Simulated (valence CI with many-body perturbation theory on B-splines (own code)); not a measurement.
E1 line list for Ne4+

Level of theory: valence CI with perturbative core correlation (CI+MBPT): four valence electrons over a frozen Dirac-Fock core [He], a basis of 11 s, 11 p, 10 d, 8 f, 5 g, 2 h functions for each j, with the one-electron correlation potential Σ1, the two-electron term Σ2, the three-electron term Σ3, Breit, model QED; selected CI, second order for the rest, scaled by the run's own slope (own B-spline code, finite nucleus).

Against 36 measured levels this calculation errs by 134 cm⁻¹ on average and by 368 at most. These come from a selection out of NIST levels in Podobedova, Fuhr, Reader and Wiese, J. Phys. Chem. Ref. Data 33, 525 (2004). Levels without a partner in it may be off by more. Among the levels kept, up to 1600 cm⁻¹ of a level comes from second order outside the variational space, and about a tenth of that is noise between levels of different J, which matters for small intervals. 6 measured levels below the end of the list, from 690000 cm⁻¹ on, found no clear computed partner, and computed levels of the same name lie up to 10356 cm⁻¹ from them.

Lines 51 to 100 of 456 in falling wavelength, among levels below 905270 cm⁻¹, chosen from the strongest by gf and those to the six lowest levels. Wavelengths and rates use the calculated energies, so an error of 100 cm⁻¹ moves a line at 286.9 nm by 0.29 % and its rate by three times that or more. Electric multipoles are in the length gauge, E1 and E2 with the static RPA response of the core. Weak lines are less certain than strong ones. Lines between different terms over intervals too small for the method are left out, as are lines whose strength nearly cancels. Where a level lies close to another of its J and parity, the split of strength between their lines is uncertain. The highest levels of a list are the least certain.

Letters in brackets count levels of one name in rising energy.

| λ vac (nm) | Upper | Lower | A (s⁻¹) | S (a.u.) with core polarisation | S without |
| --- | --- | --- | --- | --- | --- |
| 448.5 | 2s2.2p.4p 3P_0 | 2s2.2p.4s 3P°_1 | 1.09e+08 | 4.87e+00 | 4.87e+00 |
| 441.5 | 2s2.2p.4p 3P_1 | 2s2.2p.4s 3P°_1 | 2.74e+07 | 3.49e+00 | 3.49e+00 |
| 435.2 | 2s2.2p.4p 3P_1 | 2s2.2p.4s 3P°_0 | 3.08e+07 | 3.76e+00 | 3.76e+00 |
| 433.6 | 2s2.2p.4p 3P_2 | 2s2.2p.4s 3P°_1 | 2.22e+07 | 4.46e+00 | 4.46e+00 |
| 433.0 | 2s2.2p.4d 3P°_2 | 2s2.2p.4p 3S_1 | 6.31e+07 | 1.26e+01 | 1.26e+01 |
| 429.6 | 2s2.2p.4p 1D_2 | 2s2.2p.4s 1P°_1 | 1.23e+08 | 2.41e+01 | 2.41e+01 |
| 428.7 | 2s2.2p.4d 3P°_1 | 2s2.2p.4p 3S_1 | 6.04e+07 | 7.05e+00 | 7.05e+00 |
| 372.0 | 2s2.2p.4p 1S_0 | 2s2.2p.4s 1P°_1 | 1.71e+08 | 4.35e+00 | 4.35e+00 |
| 339.3 | 2s2.2p.4d 1P°_1 | 2s2.2p.4p 1P_1 | 1.08e+08 | 6.26e+00 | 6.26e+00 |
| 327.2 | 2s2.2p.3p 1P_1 | 2s2.2p.3s 1P°_1 | 6.45e+07 | 3.35e+00 | 3.35e+00 |
| 317.0 | 2s2.2p.5d 3F°_4 | 2s.2p2.3d 3G_5 | 1.85e+07 | 2.62e+00 | 2.62e+00 |
| 303.6 | 2s.2p2.3p 1D°_2 | 2s.2p2.3s 1D_2 | 7.13e+07 | 4.92e+00 | 4.92e+00 |
| 296.4 | 2s2.2p.3d 1P°_1 | 2s2.2p.3p 1S_0 | 6.62e+07 | 2.55e+00 | 2.55e+00 |
| 287.1 | 2s.2p2.3d 3G_5 | 2s2.2p.4d 3F°_4 | 4.26e+07 | 5.47e+00 | 5.47e+00 |
| 286.9 | 2s.2p2.3d 3P_2 [a] | 2s.2p2.3p 3P°_2 [a] | 4.08e+07 | 2.38e+00 | 2.37e+00 |
| 282.0 | 2s.2p2.3d 3G_4 | 2s2.2p.4d 3F°_3 | 4.00e+07 | 3.99e+00 | 3.99e+00 |
| 278.1 | 2s.2p2.3d 3G_3 | 2s2.2p.4d 3F°_2 | 3.60e+07 | 2.68e+00 | 2.68e+00 |
| 266.8 | 2s.2p2.3p 1F°_3 | 2s.2p2.3s 1D_2 | 1.06e+08 | 6.95e+00 | 6.95e+00 |
| 265.0 | 2s.2p2.3d 5P_3 | 2s.2p2.3p 5S°_2 | 7.16e+07 | 4.61e+00 | 4.60e+00 |
| 263.1 | 2s.2p2.3d 5P_2 | 2s.2p2.3p 5S°_2 | 7.64e+07 | 3.43e+00 | 3.43e+00 |
| 261.9 | 2s.2p2.3d 5P_1 | 2s.2p2.3p 5S°_2 | 7.98e+07 | 2.12e+00 | 2.12e+00 |
| 260.7 | 2s.2p2.3p 1P°_1 [b] | 2s.2p2.3s 1S_0 | 1.02e+08 | 2.67e+00 | 2.67e+00 |
| 260.3 | 2s.2p2.3p 3D°_3 [a] | 2s.2p2.3s 3P_2 [a] | 1.33e+08 | 8.09e+00 | 8.09e+00 |
| 259.6 | 2s.2p2.3d 3D_2 [b] | 2s.2p2.3p 3P°_1 [b] | 4.99e+07 | 2.15e+00 | 2.15e+00 |
| 259.3 | 2s.2p2.3p 3D°_2 [a] | 2s.2p2.3s 3P_1 [a] | 1.04e+08 | 4.48e+00 | 4.48e+00 |
| 259.0 | 2s.2p2.3p 3D°_1 [a] | 2s.2p2.3s 3P_0 [a] | 7.76e+07 | 2.00e+00 | 2.00e+00 |
| 258.9 | 2s.2p2.3d 3D_3 [b] | 2s.2p2.3p 3P°_2 [b] | 6.42e+07 | 3.85e+00 | 3.85e+00 |
| 248.0 | 2s.2p2.3d 3F_4 [b] | 2s.2p2.3p 3D°_3 [b] | 1.14e+08 | 7.72e+00 | 7.72e+00 |
| 247.7 | 2s.2p2.3d 3F_3 [b] | 2s.2p2.3p 3D°_2 [b] | 1.03e+08 | 5.42e+00 | 5.42e+00 |
| 247.6 | 2s.2p2.3d 3F_2 [b] | 2s.2p2.3p 3D°_1 [b] | 9.72e+07 | 3.64e+00 | 3.64e+00 |
| 240.3 | 2s.2p2.3p 3D°_3 [c] | 2s.2p2.3s 3P_2 [b] | 1.59e+08 | 7.64e+00 | 7.64e+00 |
| 240.3 | 2s.2p2.3p 3D°_1 [c] | 2s.2p2.3s 3P_0 [b] | 8.79e+07 | 1.81e+00 | 1.81e+00 |
| 239.8 | 2s.2p2.3p 3D°_2 [c] | 2s.2p2.3s 3P_1 [b] | 1.19e+08 | 4.05e+00 | 4.05e+00 |
| 235.4 | 2s.2p2.3p 1P°_1 [a] | 2s.2p2.3s 1D_2 | 1.71e+08 | 3.30e+00 | 3.30e+00 |
| 226.6 | 2s2.2p.3p 3D_3 | 2s2.2p.3s 3P°_2 | 1.96e+08 | 7.88e+00 | 7.88e+00 |
| 226.3 | 2s2.2p.3p 3D_1 | 2s2.2p.3s 3P°_0 | 1.13e+08 | 1.94e+00 | 1.94e+00 |
| 226.0 | 2s2.2p.3p 3D_2 | 2s2.2p.3s 3P°_1 | 1.53e+08 | 4.36e+00 | 4.36e+00 |
| 225.6 | 2s.2p2.3p 5D°_3 | 2s.2p2.3s 5P_3 | 6.58e+07 | 2.61e+00 | 2.61e+00 |
| 224.5 | 2s.2p2.3p 5D°_2 | 2s.2p2.3s 5P_2 | 1.27e+08 | 3.55e+00 | 3.55e+00 |
| 223.6 | 2s.2p2.3p 5D°_1 | 2s.2p2.3s 5P_1 | 1.77e+08 | 2.94e+00 | 2.94e+00 |
| 223.3 | 2s.2p2.3p 5D°_4 | 2s.2p2.3s 5P_3 | 2.30e+08 | 1.14e+01 | 1.14e+01 |
| 222.7 | 2s.2p2.3p 5D°_3 | 2s.2p2.3s 5P_2 | 1.63e+08 | 6.23e+00 | 6.24e+00 |
| 222.4 | 2s.2p2.3p 5D°_2 | 2s.2p2.3s 5P_1 | 8.95e+07 | 2.43e+00 | 2.43e+00 |
| 221.2 | 2s.2p2.3d 3P_2 [b] | 2s.2p2.3p 3P°_2 [b] | 1.42e+08 | 3.78e+00 | 3.78e+00 |
| 219.0 | 2s.2p2.3p 3P°_1 [c] | 2s.2p2.3s 3S_1 | 2.12e+08 | 3.30e+00 | 3.30e+00 |
| 217.9 | 2s.2p2.3p 3P°_2 [a] | 2s.2p2.3s 3P_2 [a] | 1.84e+08 | 4.70e+00 | 4.71e+00 |
| 217.4 | 2s.2p2.3p 3F°_2 | 2s.2p2.3s 3D_1 | 2.08e+08 | 5.26e+00 | 5.27e+00 |
| 217.2 | 2s.2p2.3d 3F_4 [b] | 2s.2p2.3p 3F°_4 | 7.29e+07 | 3.32e+00 | 3.31e+00 |
| 217.0 | 2s.2p2.3p 3P°_2 [c] | 2s.2p2.3s 3S_1 | 2.21e+08 | 5.58e+00 | 5.58e+00 |
| 216.9 | 2s.2p2.3p 3F°_3 | 2s.2p2.3s 3D_2 | 2.28e+08 | 8.04e+00 | 8.04e+00 |
